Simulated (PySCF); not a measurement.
# Radial density of K (potassium, neutral)

UHF, [Ar] 4s1, 2S determinant. All numbers are calculated (PySCF 2.14, scalar relativity by spin-free X2C-1e, in x2c-TZVPall (6s4p3d, 33 functions)).

```tsv
r (bohr)	4πr²ρ (e/bohr)	4πr²(ρα − ρβ)
0.00163	0.1760	0.0000
0.00274	0.4544	0.0001
0.00462	1.153	0.0002
0.00777	2.797	0.0005
0.0131	6.292	0.0011
0.0220	12.40	0.0020
0.0370	19.67	0.0027
0.0622	22.01	0.0015
0.105	16.92	-0.0016
0.176	18.01	0.0011
0.296	22.64	0.0061
0.498	10.17	0.0000
0.837	5.631	0.0180
1.41	5.691	-0.0016
2.37	1.171	0.0669
3.98	0.2502	0.2209
6.70	0.1193	0.1193
11.3	0.006662	0.0067
```

Densities and radii are taken from the X2C orbitals without a picture-change correction, which distorts them close to the nucleus.
